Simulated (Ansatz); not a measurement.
C$_{2}$H$_{10}$N$_{3}$Sc (`C[N](C)[Sc]([NH2])[NH2]`). Charge 0, multiplicity 1.

```xyz
16

C    -1.7311   -1.0009   -0.3379
N    -0.6042   -0.4470    0.3647
C    -0.6403   -0.7535    1.7701
Sc    0.8354    0.6181   -0.5045
N     2.3488    1.3309    0.5895
N     0.7658    0.9731   -2.4703
H    -1.6857   -0.7571   -1.4054
H    -1.7739   -2.0990   -0.2571
H    -2.6904   -0.6151    0.0429
H     0.2250   -0.3235    2.2872
H    -0.6262   -1.8387    1.9604
H    -1.5429   -0.3549    2.2606
H     3.1255    1.8808    0.2430
H     2.4931    1.2185    1.5852
H     1.4452    1.5011   -3.0043
H     0.0559    0.6672   -3.1241
```

Problem. What are the harmonic wavenumbers in cm⁻¹ at PBE0-D4/def2-TZVP (Ansatz, finite differences of forces, unscaled)? (Best estimate.)

Solution. Ansatz gave: 43, 69, 75, 131, 150, 207, 249, 257, 265, 288, 294, 395, 455, 481, 492, 539, 633, 660, 991, 1086, 1100, 1154, 1215, 1283, 1435, 1460, 1462, 1468, 1495, 1513, 1546, 1552, 2952, 2959, 2985, 2995, 3066, 3068, 3539, 3540, 3625, 3626.

Problem. Is this a minimum?

Solution. Yes, all 42 modes are real.

Problem. Give the ideal-gas thermochemistry at 298.15 K and 1 bar (rigid rotor, harmonic oscillator; point group C2v, symmetry number 2).

Solution. Zero-point energy 339.7 kJ/mol; H(298) − E = 371.4 kJ/mol; entropy 423.0 J/(mol·K), of which translation 168.7, rotation 112.6, vibration 141.7; G(298) − E = 245.3 kJ/mol. Modes under 100 cm⁻¹ are hindered rotations or soft bends, so the harmonic entropy is rough.
